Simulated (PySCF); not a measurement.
A side-by-side comparison of computed properties.

First species: C₅H₃ClOS.
Numbering: `[O:1]=[C:2]([Cl:3])[c:4]1[cH:5][cH:6][s:7][cH:8]1` (hydrogens: H9 on C5; H10 on C6; H11 on C8)

Second species: C₅H₁₂N₂.
Bonds: C1–C2 (double), C2–N3, N3–C4, N3–N5, N5–C6, C6–C7. Hydrogens: H8, H9 on C1; H10 on C2; H11, H12, H13 on C4; H14 on N5; H15, H16 on C6; H17, H18, H19 on C7.

Levels: B3LYP/def2-SVPD for dipole moment, HOMO energy, LUMO energy, HOMO–LUMO gap, static isotropic polarisability and electronic spatial extent ⟨r²⟩ about the centre of nuclear charge; TDDFT B3LYP/def2-SVPD for lowest singlet excitation; TDA B3LYP/def2-SVPD for lowest triplet excitation (Tamm–Dancoff); GFN2-xTB for rotational constant A and rotational constant C. Geometries: GFN2-xTB. All species are isolated and taken at one optimised geometry, non-relativistic unless stated; the electronic structure was computed with PySCF and density fitting.

The conformers computed, where there is a choice (atom-mapped SMILES and torsion angles):
- `[O:1]=[C:2]([Cl:3])[c:4]1[cH:5][cH:6][s:7][cH:8]1`: O1–C2–C4–C5 0°
- `[CH2:1]=[CH:2][N:3]([CH3:4])[NH:5][CH2:6][CH3:7]`: C1–C2–N3–C4 159°, C2–N3–N5–C6 -90°, N3–N5–C6–C7 -179°

```json
{"property": "dipole moment", "column X": "3.75 D", "column Y": "0.55 D"}
{"property": "HOMO energy", "column X": "-7.58 eV", "column Y": "-5.49 eV"}
{"property": "LUMO energy", "column X": "-2.35 eV", "column Y": "0.35 eV"}
{"property": "HOMO–LUMO gap", "column X": "5.23 eV", "column Y": "5.84 eV"}
{"property": "lowest singlet excitation", "column X": "4.53 eV", "column Y": "5.06 eV"}
{"property": "lowest triplet excitation (Tamm–Dancoff)", "column X": "3.47 eV", "column Y": "3.96 eV"}
{"property": "static isotropic polarisability", "column X": "93.8 au", "column Y": "83.2 au"}
{"property": "electronic spatial extent ⟨r²⟩ about the centre of nuclear charge", "column X": "1405 bohr²", "column Y": "981 bohr²"}
{"property": "rotational constant A", "column X": "3.331 GHz", "column Y": "3.742 GHz"}
{"property": "rotational constant C", "column X": "0.727 GHz", "column Y": "1.306 GHz"}
```

(1) Which column belongs to which species?

(2) How does each property change from the first species to the second?

Answers

(1) Column X is the first species and column Y the second. The first has 11 atoms and 74 electrons, the second 19 and 56.

(2) dipole moment -3.20 D; HOMO energy +2.09 eV; LUMO energy +2.70 eV; HOMO–LUMO gap +0.61 eV; lowest singlet excitation +0.53 eV; lowest triplet excitation (Tamm–Dancoff) +0.49 eV; static isotropic polarisability -10.6 au; electronic spatial extent ⟨r²⟩ about the centre of nuclear charge -424 bohr²; rotational constant A +0.411 GHz; rotational constant C +0.579 GHz.

On the first: A dipole of 3.75 D is allowed in Cs, and pure rotational transitions are dipole-allowed. S1 lies 0.70 eV below the HOMO–LUMO gap; its leading configuration is HOMO−2→LUMO, weight 0.95.

On the second: The vertical singlet–triplet gap S1 − T1 is 1.10 eV (TDDFT singlet less Tamm–Dancoff triplet; S1: HOMO→LUMO, weight 0.88; T1: HOMO→LUMO+1, weight 0.45, beside HOMO→LUMO, weight 0.39).
